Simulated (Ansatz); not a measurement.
All values below come from frozen-core CCSD(T)/cc-pVQZ // B3LYP-D3(BJ)/def2-TZVP run with Ansatz (a first-principles code).

Ansatz 0.2 input:
```yaml
crystal:
  periodic: [false, false, false]
  atoms:
    - { symbol: B, position_ang: [1.608558, -0.084813, -0.101891] }
    - { symbol: B, position_ang: [0.096615, 0.531341, 0.01822] }
    - { symbol: C, position_ang: [-1.254282, -0.264529, 0.038352] }
    - { symbol: H, position_ang: [2.249296, -0.40233, 0.858062] }
    - { symbol: H, position_ang: [2.156862, -0.221679, -1.157285] }
    - { symbol: H, position_ang: [0.006178, 1.728026, 0.122977] }
    - { symbol: H, position_ang: [-1.185509, -1.336117, -0.148581] }
    - { symbol: H, position_ang: [-1.703401, -0.122872, 1.030834] }
    - { symbol: H, position_ang: [-1.974315, 0.172975, -0.660692] }
basis:
  gaussian: { orbitals: cc-pVQZ }
correlation:
  method: ccsd_t
```

Output:

```
Functional definition: HF
2002 factors; integrals over basis functions are off by at most 1.1e-3 eV
mean field evaluation 1: about -2466.2615 eV, gradient 2.7e1 eV
mean field evaluation 2: about -2466.2614 eV, gradient 2.7e1 eV
mean field evaluation 4: about -2468.5857 eV, gradient 2.8e0 eV
mean field evaluation 8: about -2468.6216 eV, gradient 1.1e-1 eV
mean field evaluation 16: about -2468.6213 eV, gradient 3.6e-1 eV
mean field -2468.62171924 eV, -90.7201748902 hartree, gradient 2.7e-6 eV, S^2 0.000000; 0 other end points of the search recorded, 0 dependent functions left out
3 core orbitals not correlated
reference -2468.62171924 eV, -90.7201748902 hartree; 8, 8 occupied and 334, 334 virtual orbitals, 2002 factors
second order -10.97825854 eV of doubles, -0.00000000 eV of singles
cycle   1  -11.68810154 eV  change   -7.1e-1 eV  update   7.0e-2
cycle   2  -12.02017061 eV  change   -3.3e-1 eV  update   2.2e-2
cycle   3  -12.05907723 eV  change   -3.9e-2 eV  update   8.8e-3
cycle   4  -12.05404042 eV  change    5.0e-3 eV  update   2.8e-3
cycle   5  -12.05360607 eV  change    4.3e-4 eV  update   1.3e-3
cycle   6  -12.05357540 eV  change    3.1e-5 eV  update   4.2e-4
cycle   7  -12.05348185 eV  change    9.4e-5 eV  update   1.2e-4
cycle   8  -12.05351547 eV  change   -3.4e-5 eV  update   4.6e-5
cycle   9  -12.05353109 eV  change   -1.6e-5 eV  update   1.8e-5
perturbative correction -0.42174063 eV, -0.0154986822 hartree
Total energy: -2481.09699095 eV, -91.1786326696 hartree
```

Cost: about 50 core-minutes (a rough figure).
